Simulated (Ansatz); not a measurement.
The same path of BrH + FGeH3 (7 atoms, charge 0, multiplicity 1) was run twice with different band settings. Lost on the way: Ge1–H2, Br6–H7. Made: Ge1–Br6, H2–H7.

All numbers below come from RKS PBE-D4/def2-SVP (Ansatz).

Relaxed end points:

```xyz
7
Properties=species:S:1:pos:R:3
Ge 0.396 -0.186 0.006
H 0.782 -0.602 1.443
H 1.591 0.379 -0.797
F -0.724 1.200 0.176
H -0.384 -1.274 -0.765
Br -3.081 -0.103 1.937
H -2.163 0.704 1.152
```

```xyz
7
Properties=species:S:1:pos:R:3
Ge -0.608 0.401 -0.377
H 0.475 -1.296 2.401
H 0.641 1.051 0.255
F -0.869 1.191 -1.922
H -0.556 -1.119 -0.652
Br -2.449 0.860 0.949
H -0.216 -0.971 2.498
```

Common settings: movable images 7; climbing image yes; optimiser quadratic models (default); start path through a guess of the saddle point; force threshold 0.03 eV/Å; iteration limit 60; end points relaxed.

| run | spring |
| --- | --- |
| 1 | 5.0 eV/Å² |
| 2 | 20.0 eV/Å² |

(1) What does each run give, and how far can it be trusted?

Answers

(1) Run 1: converged after 16 iterations, highest image 1.547 eV above the first end. A vibrational analysis at the climbing image gives one clearly imaginary mode, 877i cm⁻¹: a first-order saddle point.
Run 2: converged after 19 iterations, highest image 1.547 eV above the first end. Another band between the same ends (7 images) ends at a top of the same energy, where a vibrational analysis finds 1 clearly imaginary mode.
The orbitals stay closed-shell, which can raise the energy where a bond breaks towards radicals; this wasn't checked here.
